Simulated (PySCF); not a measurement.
InO, SMILES [O]=[In], multiplicity 2. Coordinates come from a B3LYP-D3(BJ)/def2-TZVP optimisation. The def2 effective core potentials stand for the cores of In; spin–orbit coupling is left out.

Computed equilibrium geometry at B3LYP-D3(BJ)/def2-TZVP (PySCF confirms it by a frequency run) as bond lengths and angles, and its point group:
point group C∞v.
Atoms: In1 O2. Bonded distances (Å): In1–O2 1.943.
Charge 0, spin multiplicity 2.
